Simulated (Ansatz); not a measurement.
Isomers of C$_{2}$H$_{9}$BOSi, relaxed with PBE0-D4/def2-TZVP in Ansatz; electronic energies, one conformer each and not always the lowest. Functionals use def2-TZVPP; CBS adds triple-zeta CCSD(T) − MP2 to the MP2 limit of def2-TZVPP and def2-QZVPP.

Question: Order them by energy at frozen-core CCSD(T)/CBS, lowest first. (Estimate.)
A. `BC(C)O[SiH3]`
B. `BO[SiH](C)C`
C. `BC([SiH3])OC`
D. `BOC(C)[SiH3]`

Answer: B (0.0 kcal/mol), D (56.9 kcal/mol), A (69.5 kcal/mol), C (101.3 kcal/mol).

Question: How do r2SCAN-D4, PBE-D4, HF/CBS(def2), MP2/CBS(def2) place them (kcal/mol, against `BO[SiH](C)C`)? (Best estimate.)

Answer: Computed: 
```
        isomer  r2SCAN-D4  PBE-D4  HF/CBS(def2)  MP2/CBS(def2)
`BC(C)O[SiH3]`       70.3    68.1          67.2           71.6
`BC([SiH3])OC`       98.6    92.2         106.9          104.8
`BOC(C)[SiH3]`       57.3    52.8          58.6           59.4
```
